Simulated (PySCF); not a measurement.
Estimate the missing entries of this data sheet.

Species: (E)-1,2,3,3,3-pentafluoropropene, C3HF5.
Structure used (PBE0-D3(BJ)/def2-SVP), in Å, numbered top down from 1:
```
atom  x, y, z in Å
F1     1.8258   -1.0930   -0.2879
C2     1.4354    0.1312   -0.0012
C3     0.1580    0.4959    0.1083
F4    -0.1313    1.7617    0.3932
C5    -1.0723   -0.3512   -0.0599
F6    -1.8632   -0.2225    1.0045
F7    -0.7671   -1.6334   -0.2074
F8    -1.7718    0.0388   -1.1262
H9     2.2425    0.8547    0.1445
```

| property | level | value |
| --- | --- | --- |
| rotational constants A, B, C | PBE0-D3(BJ)/def2-SVP | 2.746, 1.837, 1.360 GHz |
| dipole moment | wB97X-D/def2-SVPD | ? |
| HOMO energy | wB97X-D/def2-SVPD | ? |
| LUMO energy | wB97X-D/def2-SVPD | 0.94 eV |
| lowest singlet excitation | TDDFT wB97X-D/def2-SVPD | 7.32 eV (169 nm, f = 0.317) |
| lowest triplet excitation (Tamm–Dancoff) | TDA wB97X-D/def2-SVPD | 4.26 eV |
| static isotropic polarisability | wB97X-D/def2-SVPD | 41.4 au |
| vertical ionisation energy | ΔSCF wB97X-D/def2-SVPD | 10.93 eV |
| electronic spatial extent ⟨r²⟩ about the centre of nuclear charge | wB97X-D/def2-SVPD | ? |
| 13C chemical shifts (computed TMS as zero) by class | GIAO B97-2/pcSseg-2 | 152.8 (C3), 152.5 (C2), 127.4 (C5) ppm |
| 1H chemical shifts (computed TMS as zero) by class | GIAO B97-2/pcSseg-2 | 7.29 (H9) ppm |
| isotropic shieldings of nuclei other than C and H, by class | GIAO B97-2/pcSseg-2 | 259 (F6/F7/F8), 340 (F1), 360 (F4) ppm |
| largest of the computed one-bond spin–spin couplings (means over like bonds) | B3LYP/pcJ-1 | 19F–13C -352.5 (F1–C2), 19F–13C -341.6 (F6–C5 and 2 like it), 19F–13C -321.8 (F4–C3), 13C–1H +209.4 (C2–H9), 13C–13C +126.1 (C2–C3), 13C–13C +101.1 (C3–C5) Hz |

The electronic properties come from PySCF, for the isolated species, density fitting. Geometry: PBE0-D3(BJ)/def2-SVP; no solvent or vibrations. NMR classes are plain means over equivalent atoms (diastereotopic ones count apart unless rotation or inversion swaps them), as if these changed places fast; in this geometry the members of some classes differ.

**Question.** The dipole moment?

**Answer.** 2.03 D.

**Question.** Give the HOMO energy.

**Answer.** -10.30 eV.

**Question.** The electronic spatial extent ⟨r²⟩ about the centre of nuclear charge?

**Answer.** 816 bohr².

The vertical singlet–triplet gap S1 − T1 is 3.06 eV (TDDFT singlet less Tamm–Dancoff triplet; S1: HOMO→LUMO, weight 0.87; T1: HOMO→LUMO, weight 0.97). No computed singlet falls in the visible range (750 to 380 nm, 1.65 to 3.26 eV); S1 lies 4.06 eV above its blue end. The rotational constants make it an asymmetric top with κ = (2B − A − C)/(A − C) = -0.31, nearer the prolate limit (−1). The dipole equals about 6.8 × 10⁻³⁰ C·m (1 D = 3.33564 × 10⁻³⁰ C·m).
